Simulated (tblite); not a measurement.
C9H7 (doublet state).
Cartesian coordinates in Å at the GFN2-xTB level; atoms count from 1:
```
atom  x, y, z in Å
C1    -0.5917    2.2966   -1.6764
C2    -0.4370    1.2458   -1.1289
C3    -0.3687   -0.0529   -0.4204
C4     1.0207   -0.3090   -0.1508
C5     2.1988   -0.4577    0.0849
C6     3.5077   -0.6797    0.3574
C7     4.6716   -0.8737    0.6057
C8    -1.2018   -0.0109    0.8701
C9    -2.6833    0.1768    0.5765
H10   -0.7658   -0.8168   -1.1025
H11    5.6841   -1.0424    0.8187
H12   -0.8417    0.8065    1.4987
H13   -1.0437   -0.9486    1.4104
H14   -3.2470    0.2294    1.5049
H15   -2.8409    1.0986    0.0207
H16   -3.0689   -0.6531   -0.0131
```

Level: GFN2-xTB in tblite, geometry and Hessian alike; calculated harmonic values, unscaled, isolated species. Against measured fundamentals such values can be off by several per cent, at times by over 20. One conformer, not necessarily the lowest. Open shells enter through the occupations alone, without spin polarisation, and single modes of such species can be off by tens of per cent.

Harmonic wavenumbers (cm⁻¹): 60.5, 69.4, 99.8, 135.6, 165.0, 174.2, 209.8, 237.5, 286.1, 365.0, 375.6, 383.2, 421.8, 452.9, 634.4, 636.1, 739.8, 808.5, 887.4, 956.5, 1050.6, 1095.5, 1103.2, 1166.8, 1205.7, 1250.0, 1259.5, 1332.6, 1414.9, 1474.4, 1498.5, 1500.6, 2203.3, 2281.5, 2303.1, 2879.3, 2961.0, 2987.6, 3027.2, 3039.7, 3042.7, 3403.5.

A = 3542, B = 755.3, C = 644.0 MHz; mass 115.055 u (most abundant isotopes); point group C1, symmetry number 1; spin multiplicity 2.

Zero-point energy?

Half the sum of the wavenumbers: 25790 cm⁻¹ = 308.52 kJ/mol.

What is S at 400 K and 1 bar for an ideal gas of classical rigid rotors and harmonic oscillators?

Translation 174.15, rotation 127.57, vibration 175.69, spin (R ln 2) 5.76: S = 483.2 J/(mol K).

And Cp and H(400 K) − H(0)?

Cp = 191.07 J/(mol K), of which vibrations give 157.81 (their classical limit is 42 R = 349.2); H(400 K) − H(0) = 48.92 kJ/mol without the zero-point energy, 35.62 from vibrations.

Blend soft modes into free rotors: weight 1/[1 + (100 cm⁻¹/ν̃)⁴] for the oscillator and the rest for a rotor with moment μB/(μ + B), μ = h/(8π²ν), B = 10⁻⁴⁴ kg m². What vibrational entropy results?

163.63 J/(mol K) in place of 175.69, which changes −T·S at 400 K by +4.83 kJ/mol.

What must be added to the electronic energy to get the Gibbs energy at 400 K and 1 bar?

ZPE + [H(400 K) − H(0)] − T·S = 308.52 + 48.92 − 193.27 = 164.17 kJ/mol.

Which modes carry the vibrational entropy at 400 K?

60.5 cm⁻¹: 21.01; 69.4 cm⁻¹: 19.87; 99.8 cm⁻¹: 16.88; 135.6 cm⁻¹: 14.37; 165.0 cm⁻¹: 12.77; 174.2 cm⁻¹: 12.34 J/(mol K); the other 36 give 78.45 together.

How do the functions run with temperature in this model?

```
T (K)  S (J/(mol K))  Cp (J/(mol K))  H − H(0) (kJ/mol)  G − H(0) (kJ/mol)  ln q(vib)
  100          299.7            86.9               5.73             -24.25       1.73
  200          373.8           129.0              16.66             -58.11       4.74
  300          432.5           161.9              31.24             -98.51       7.66
  500          528.6           215.9              69.31            -194.97      13.03
  800          642.7           269.8             142.80            -371.37      20.08
 1000          705.7           294.1             199.31            -506.35      24.25
```

q(vib) and H(0) count from the zero-point level.

Hindered rotation and anharmonicity are outside this model. Other conformers, if any are populated, would add a mixing term that is left out. The structure is chiral; the term R ln 2 for an equal mix with its mirror image is left out.
